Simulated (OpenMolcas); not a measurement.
Potential curves of TeH⁺: spin–orbit levels

Computed with OpenMolcas 26.06: state-averaged CASSCF(4,4) over Te 5p, H 1s, XMS-CASPT2 (IPEA 0.25, imaginary shift 0.2 hartree), scalar X2C, ANO-RCC-VTZP, then RASSI spin–orbit state interaction with atomic mean-field integrals. C2 symmetry about the axis (a holds Σ, Δ, Γ; b holds Π, Φ, H; Σ⁺ and Σ⁻ are not told apart); roots by multiplicity and irrep: 3a 1, 1a 3, 3b 2, 1b 2, 5a 1.

XMS-CASPT2 energies with spin–orbit state interaction in eV from the lowest point. Curves are followed by energy order within each symmetry, so they are adiabatic and may change character at avoided crossings; for Ω = 0 the + and − levels are counted together.

```csv
R (Å),(1)Ω=0,(1)Ω=1,(3)Ω=2,(4)Ω=1
1.603,0.029,0.141,7.318,7.311
1.679,0.000,0.111,6.629,6.620
1.763,0.067,0.177,5.980,5.969
1.847,0.204,0.314,5.435,5.422
1.964,0.466,0.574,4.819,4.804
2.115,0.853,0.959,4.247,4.339
2.351,1.440,1.542,3.901,4.295
2.686,2.077,2.170,4.004,4.284
3.190,2.619,2.618,4.172,4.277
3.862,2.783,2.783,4.279,4.300
```

Left out for impure symmetry, kinks or missing points, though low: (1)Ω=2, (2)Ω=0, (2)Ω=2, (2)Ω=1, (3)Ω=0, (3)Ω=1, (4)Ω=0, (5)Ω=0. Only roots inside an energy window near the equilibrium distance were included, so the list of states is not complete; labels number the states computed. Each spin and symmetry block has orbitals of its own, averaged over its own roots, so gaps between blocks are less sure than gaps within one and near the minimum can be off by tenths of an eV, in bad cases by more. No Rydberg orbitals are active, so Rydberg states, and σ→σ* states whose orbital the CASSCF left unused, can be missing between those listed. At stretched bonds a block can hold a wrong CASSCF solution and miss its lowest state; points past a visible jump are left out. No roots were computed in block 5b (none fell in the window or the block failed), so states of that kind are missing and can lie low or lowest. Points that failed a check (symmetry, reference weights, a jump) are left out.
